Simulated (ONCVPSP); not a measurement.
# Si (Z = 14): variants of one ONCV potential

Base potential:

```
Element                 : silicon (Si)
Generator               : ONCVPSP 4.0.1
Type                    : optimised norm-conserving Vanderbilt (ONCV)
Functional              : PW91
Relativity              : scalar-relativistic
Frozen core             : [Ne]
Valence charge          : 4
Reference configuration : 3s2 3p2
Partial waves           : 3s: rc 1.85 bohr, ncon 4, nbas 8, qcut 3.5 1/bohr, local; 3p: rc 2.35 bohr, ncon 3, nbas 6, qcut 2.9 1/bohr, 2 projectors, debl 2.7 Ha; d scattering state at 0.13 Ha: rc 2.05 bohr, ncon 4, nbas 8, qcut 5.3 1/bohr, 2 projectors, debl 2.9 Ha
Local potential         : the s channel
Core correction         : Teter function, fcfact 4.5, rcfact 1.05
```

Cutoffs, loose and tight: the cutoffs (Ha) at which the residual kinetic energy of the hardest occupied pseudo-wave falls to 1 and 0.1 mHa per electron. They do not see the model core or the augmentation charge, which bear on the density cutoff. Test errors are all-electron minus pseudo excitation energies from the reference, over the configurations 3s2 3p1; 3s2 3p0; 3s1 3p0; 3s2 3p1.5. A dash means not determined; rows that change the core or the reference have their own tests.

For the base: The cutoffs count occupied waves only; projector 2 of the d channel, the hardest unoccupied one, needs 43 Ha at the loose tolerance.

| change | outcome | cutoff, loose | cutoff, tight | bound ghosts | GHOST(+) flags above zero | largest test error (meV) |
| --- | --- | --- | --- | --- | --- | --- |
| base | generated | 8.9 Ha | 43 Ha | none | none | +79 |
| s: qcut 2.2; p: qcut 1.8; d: qcut 3.3 | generated | 41 Ha | 51 Ha | none | none | +141 |
| reference 3s2 3p1.5 | generated | 10 Ha | 44 Ha | none | none | +73 |
| all radii but the core radius scaled by about 1.24 (s 2.30, p 2.92, d 2.54 bohr) | generated | 5.2 Ha | 16 Ha | none | none | +114 |
| p: ncon 4, nbas 7 | generated | 8.9 Ha | 43 Ha | none | none | +83 |
| core correction Teter function, fcfact 6.9, rcfact 1.05 | generated | 8.9 Ha | 43 Ha | none | none | +85 |
| d: nbas 7 | generated | 8.9 Ha | 43 Ha | none | none | +79 |
| p: qcut 3.5 | generated | 8.9 Ha | 43 Ha | none | none | +75 |
| p: rc 2.7 | generated | 8.9 Ha | 43 Ha | none | none | +81 |

Problem. What comes out with this change to the base: s: rc 1.76?

Solution. outcome: generated; cutoff, loose: 11 Ha; cutoff, tight: 47 Ha; bound ghosts: none; GHOST(+) flags above zero: none; largest test error (meV): +76.

Problem. What comes out with this change to the base: core correction polynomial model core, fcfact 0.2?

Solution. outcome: generated; cutoff, loose: 8.9 Ha; cutoff, tight: 43 Ha; bound ghosts: none; GHOST(+) flags above zero: none; largest test error (meV): +54.
